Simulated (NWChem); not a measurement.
Species: C₅H₃F; SMILES C#CC(F)C#C

```xyz
9

C      0.9292    -0.1720    -2.2246
C      0.3139     0.0728    -1.2133
C     -0.4399     0.4025     0.0000
F     -1.6557    -0.2408     0.0000
C      0.3139     0.0728     1.2133
C      0.9292    -0.1720     2.2246
H      1.4795    -0.3979    -3.1199
H     -0.6451     1.4900     0.0000
H      1.4795    -0.3979     3.1199
```
Atoms are numbered in this order, from 1.

Level: PBE0/def2-SVP (NWChem), optimised geometry, unscaled harmonic frequencies. 

```csv
frequency (cm⁻¹),IR intensity (km/mol)
128,1.9
208,4.1
228,0.8
332,2.5
510,12.3
558,9.2
623,8.9
704,17.6
707,58.1
745,4.9
746,50.2
901,20.2
1060,47.4
1112,159.4
1319,54.5
1330,19.6
2257,8.4
2259,14.2
3049,6.2
3488,106.0
3488,34.4
```

```
Quantity                                                                            Value
-----------------------------------------------------------------------  ----------------
zero-point energy                                                           36.8 kcal/mol
thermal correction to the enthalpy at 298.15 K (with zero-point energy)     41.2 kcal/mol
heat capacity Cv                                                         20.9 cal/(mol K)
entropy at 298.15 K and 1 atm (symmetry number 1)                        77.0 cal/(mol K)
dipole moment                                                                      1.81 D
```

Rigid rotor and harmonic oscillator.
